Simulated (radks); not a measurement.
Radial electron density D(r) = 4 pi r^2 rho(r) of an atom or ion with 28 electrons. Method: scalar-relativistic Kohn-Sham, PBE, spin-polarised, spherical densities, finite nucleus; Fermi nuclear charge, rms radius of each element as measured or else 0.836 A^(1/3) + 0.57 fm; computed with a radial shooting solver on a logarithmic mesh with Libxc functionals.

r (bohr),D(r) (e/bohr)
0.00189,0.8609
0.002403,1.333
0.003055,2.048
0.003914,3.156
0.004976,4.730
0.006326,6.967
0.008042,10.04
0.01022,14.08
0.0131,19.23
0.01665,24.86
0.02117,30.41
0.02691,34.74
0.03421,36.63
0.04384,35.35
0.05574,31.98
0.07085,29.35
0.09007,30.61
0.1145,36.12
0.1467,41.55
0.1865,40.12
0.2371,31.09
0.3015,21.70
0.3832,19.66
0.4872,23.31
0.6243,24.21
0.7936,18.80
1.009,11.08
1.283,5.238
1.63,2.101
2.089,0.6896
2.656,0.1825
3.377,0.03252

What is the nuclear charge?

Answer. Z = 30. The innermost maximum, from 1s, lies near gamma/Z bohr with gamma = sqrt(1 - (Z/c)^2) = 0.976, here 0.0325 bohr (found: 0.0350), and its height grows with Z. The density is that of the zinc ion Zn2+ in [Ar] 3d10; the configuration itself is not fixed sharply by these data, and Z only to about a unit. D(r) has 3 maxima, at r = 0.0350, 0.159, 0.572 bohr, and minima at 0.0749, 0.359 bohr, inside which lie 2.09, 10.91 electrons.
